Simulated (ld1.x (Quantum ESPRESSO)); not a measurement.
# What one change does to a pseudopotential (Xe (Z = 54), TM)

xenon, norm-conserving Troullier–Martins (Kleinman–Bylander form), made with ld1.x (Quantum ESPRESSO) 7.5 (LDA (PZ), scalar-relativistic). Core [Kr] 4d10, reference 5s2 5p6. Waves: 5s (bound): rc 1.75 bohr; 5d channel at 0.5 Ry: rc 1.60 bohr; 5p (bound): rc 1.70 bohr. Local part: the p channel. Core correction: Bessel-smoothed model core inside 1.05 bohr.

Change: functional BP86.

Cutoffs: the cutoffs (Ry, on a coarse ladder) from which the occupation-weighted sum of valence levels, in a spherical-Bessel basis at the reference potential, stays within 10 and 1 mRy of its value at 400 Ry; they do not see the model core or the augmentation charge, which bear on the density cutoff. Errors are all-electron minus pseudo energies relative to the spin-unpolarised reference configuration.

Problem. How do hardness, ghosts and transferability respond?

Solution. The potential gets neither clearly harder nor softer (40 Ry and 70 Ry → 40 Ry and 70 Ry); both files keep a bound ghost (d); the number of tests with a reliable result goes from 8 to 6; of the 6 tests that both files solve, the error grows in 1 and shrinks in 1 by more than 15 % and 0.3 meV (median size 4.1 → 4.3 meV).

```csv
quantity,base,changed
"cutoff, loose",40 Ry,40 Ry
"cutoff, tight",70 Ry,70 Ry
bound ghosts,d,d
"error for 5s2 5p5, meV [ΔE 12.70 → 12.64 eV]",-0.4,-0.6
"error for 5s2 5p4, meV [ΔE 34.64 → 34.51 eV]",+5.6,+4.9
"error for 5s2 5p3, meV [ΔE 66.61 → 66.38 eV]",+21,+18
"error for 5s2 5p2, meV [ΔE 109.24 → 108.87 eV]",+44,+36
"error for 5s2 5p5.5, meV [ΔE 5.25 → 5.22 eV]",-0.8,-0.8
"error for 5s1 5p6, meV [ΔE 24.94 → 24.82 eV]",-2.7,-3.8
s: phases at 1.90 bohr within 0.05 rad from the reference energy up to (Ry; the scan ends near 5),-0.2,-0.1
p: phases at 1.90 bohr within 0.05 rad from the reference energy up to (Ry; the scan ends near 5),4.7,4.8
d: phases at 1.90 bohr within 0.05 rad from the reference energy up to (Ry; the scan ends near 5),to the end of the scan,to the end of the scan
```

 A true bound ghost makes a file unfit for plane-wave use even where its test errors are small: the radial tests pick states by their node count and pass the ghost by.
